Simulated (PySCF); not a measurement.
# Structure from 2D NMR

Compound of formula C₄H₂F₆O. Correlations simulated from computed shifts and the bond graph:

HSQC (one-bond C–H):
```csv
δH,δC
5.88,106.2
5.66,106.2
```

COSY cross peaks (H two or three bonds apart, from the bond graph; peaks can be absent where the dihedral angle is near 90°):
```csv
δH,δH
5.88,5.66
```

HMBC (two and three bonds, from the bond graph):
```csv
δH,δC
5.88,"152.2, 127.9"
5.66,"152.2, 127.9"
```

Carbons without hydrogens: δ 152.2, 129.7, 127.9.

Level of theory: structure optimised with GFN2-xTB, GIAO PBE0/pcSseg-1 shieldings, in PySCF 2.14.0 with density-fitted response routines (no solvent, single conformer, non-relativistic Hamiltonian, equivalent nuclei averaged).

References, each an isolated molecule treated in the same way: 1H and 13C vs TMS.

Exchangeable hydrogens are left out of these lists.

Q: Work out the connectivity.

A: `C=C(OC(F)(F)F)C(F)(F)F`.

Mapped SMILES: `[CH2:1]=[C:2]([O:3][C:4]([F:5])([F:6])[F:7])[C:8]([F:9])([F:10])[F:11]`. Hydrogens are named by the atom that carries them. Ha(C1) is cis to O3; Hb(C1) is trans to O3.

1. δC 152.2 is C2, an alkene carbon bearing oxygen.
2. δC 129.7 is C4, a CF3 carbon.
3. δC 127.9 is C8, a CF3 carbon.
4. δC 106.2 is C1, a β carbon of an enol-ether or enamine type C=C (δH 5.66, 5.88).
5. HMBC from δH 5.88 reaches the proton-free carbons C2, C8.
6. HMBC from δH 5.66 reaches the proton-free carbons C2, C8.
7. COSY links 5.88–5.66.

The shifts were computed for this structure.

Shifts are as computed. Against solution values, carbons near 30 ppm lie about +3 ppm off and those near 130 ppm about +5 ppm. Of 1211 compounds with measured shifts, 218 miss one by over three times the rms of a fit or turn the order of signals round; such compounds aren't used in these exercises.
